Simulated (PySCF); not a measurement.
Point-charge models of `CC1=C(F)[SiH2][Si@@H]1C1CCC1` against its computed dipole.

Coordinates (GFN2-xTB, Å) and charges (e) from the PBE0/pcSseg-1 density (PySCF):

```
atom       x       y       z  Mulliken      IAO  Hirshfeld  ESP-fitted
  C1  -2.510  -1.250  -0.744   -0.1633  -0.4271    -0.1206     -0.4703
  C2  -2.023   0.048  -0.205   -0.5870  -0.2716    -0.0984     +0.1329
  C3  -2.622   1.243  -0.300   +0.0941  +0.0201    -0.0189     -0.0255
  F4  -3.813   1.436  -0.927   -0.2822  -0.2759    -0.1005     -0.1563
 Si5  -1.528   2.534   0.568   +0.3572  +0.4251    +0.2288     +0.3077
 Si6  -0.442   0.473   0.773   +0.5929  +0.6004    +0.2640     -0.2895
  C7   1.160   0.086  -0.175   -0.5585  -0.3815    -0.1145     +0.2988
  C8   2.489   0.372   0.550   -0.1635  -0.2560    -0.0716     -0.1120
  C9   2.988  -1.028   0.171   -0.2179  -0.2617    -0.0686     -0.1948
 C10   1.575  -1.397  -0.297   -0.1670  -0.2557    -0.0685     -0.0988
 H11  -2.628  -1.970   0.065   +0.1288  +0.1550    +0.0477     +0.1514
 H12  -1.781  -1.658  -1.445   +0.1296  +0.1538    +0.0470     +0.1231
 H13  -3.464  -1.133  -1.255   +0.1228  +0.1554    +0.0428     +0.1525
 H14  -2.204   3.178   1.698   -0.0559  -0.1045    -0.0758     -0.0686
 H15  -1.078   3.605  -0.328   -0.0549  -0.1036    -0.0736     -0.0799
 H16  -0.371  -0.266   2.049   -0.0437  -0.1164    -0.0789     +0.0320
 H17   1.151   0.562  -1.157   +0.1415  +0.1428    +0.0362     -0.0286
 H18   3.070   1.207   0.164   +0.1263  +0.1361    +0.0375     +0.0241
 H19   2.369   0.502   1.625   +0.1162  +0.1280    +0.0342     +0.0669
 H20   3.389  -1.626   0.988   +0.1200  +0.1344    +0.0375     +0.0612
 H21   3.712  -1.014  -0.642   +0.1183  +0.1374    +0.0400     +0.0810
 H22   1.054  -2.048   0.403   +0.1191  +0.1294    +0.0355     +0.0609
 H23   1.500  -1.828  -1.294   +0.1273  +0.1360    +0.0384     +0.0318
```

Task: Form Σ q r in debye for every column and set it beside the full dipole.

Result: The full density gives (2.23, -0.93, 0.24) D, 2.42 D in size; dipole vectors point from the negative to the positive end.

```csv
scheme,μx,μy,μz,size (D),share of the full size (%),angle to the full dipole (°)
Mulliken,4.05,-0.25,3.02,5.06,209,36
IAO,3.84,0.17,2.32,4.49,185,35
Hirshfeld,1.78,-0.26,0.69,1.93,80,20
ESP-fitted,2.22,-0.98,0.30,2.45,101,2
```

Task: Which set comes closest?

Result: Length of the difference vector: ESP-fitted 0.08 D, Hirshfeld 0.91 D, IAO 2.85 D, Mulliken 3.39 D. Closest: ESP-fitted. ESP charges are fitted to the potential around the molecule, whose slowest-falling term is the dipole's. 

Task: What is left for the Hirshfeld atoms' own dipoles?

Result: The shares of the density sum to the whole, so what Σ q r misses lies in dipoles about the nuclei. The atomic dipoles sum to (2.23, -0.93, 0.24) − (1.78, -0.26, 0.69) = (0.45, -0.67, -0.45) D, 0.91 D in size.

Task: With the origin at the mean of the coordinates, (0.000, 0.001, 0.012) Å, which are the largest single terms, by size, of the ESP-fitted dipole along the direction of the full one?

Result: C1 +4.30, Si5 -3.42, F4 +3.11, C9 -2.95, H13 -2.11 D; all 23 atoms together +2.44 D. The single terms depend on the origin, their sum doesn't.

Task: Give the size of the full dipole in other units.

Result: 2.42 D = 0.954 au = 0.505 e·Å = 8.09 × 10⁻³⁰ C·m.

Geometry: GFN2-xTB, one conformer, isolated molecule.

The values belong to the conformer `[CH3:1][C:2]1=[C:3]([F:4])[SiH2:5][Si@@H:6]1[CH:7]1[CH2:8][CH2:9][CH2:10]1`: Si5–Si6–C7–C8 93°.
